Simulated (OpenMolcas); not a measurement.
Computed levels of 4f¹² in ions with 66 electrons, in cm-1 above ³H₆.

```json
{
  "Program": "OpenMolcas 26.06",
  "Method": "CASSCF",
  "Basis": "ANO-R3",
  "Scalar Hamiltonian": "X2C, finite nucleus",
  "Spin-orbit coupling": "state interaction with AMFI integrals over the reference wave functions, term energies averaged over their components"
}
```

Active space for each ion: 12 electrons in 7 orbitals (4f).

```tsv
Level	Er2+	Yb4+
³F₄	6056	7284
³H₅	6863	9692
³H₄	11346	15197
³F₃	14238	18291
³F₂	17670	19588
¹G₄	18893	25035
```

Q: Estimate ³H₄, ³F₄, ³F₃ for Tm3+ from its neighbours Er2+ and Yb4+.

A: ³H₄ is fine structure, which grows about as the fourth power of a screened charge, so the fourth roots are averaged: ((11346^0.25 + 15197^0.25) / 2)^4 = 13166. The calculation gives 13306, so the estimate is off by -1.1 %; the measured value is 12547 (the list in Tchang-Brillet, Wyart, Meftah and Ait Mammar, Atoms 6, 52 (2018)).
³F₄ is another term, which grows about linearly with the charge: (6056 + 7284) / 2 = 6670. The calculation gives 6809, so the estimate is off by -2.0 %.
³F₃ is another term, which grows about linearly with the charge: (14238 + 18291) / 2 = 16264. The calculation gives 16325, so the estimate is off by -0.4 %; the measured value is 14410 (the list in Tchang-Brillet, Wyart, Meftah and Ait Mammar, Atoms 6, 52 (2018)).

Mixed levels, with the weight of the term that names them: Er2+ ³F₄ (51 %), Er2+ ³H₄ (59 %), Er2+ ¹G₄ (60 %), Tm3+ ³F₄ (53 %), Tm3+ ³H₄ (59 %), Tm3+ ¹G₄ (58 %), Yb4+ ³F₄ (55 %), Yb4+ ³H₄ (57 %), Yb4+ ¹G₄ (56 %).

Without dynamic correlation excited terms often stand tens of per cent too high (terms of higher spin than the ground term too low), and those without a measured partner can miss by more than the paired ones. Terms from blocks run as CI alone lack orbitals of their own. Measured partners are found by configuration, term and J. A level has none where our copy of the source lacks it or the pairing is in doubt (some pairs that miss far off the trend of their configuration count as doubtful), and it then counts in no deviation. Only configurations of the active space appear.
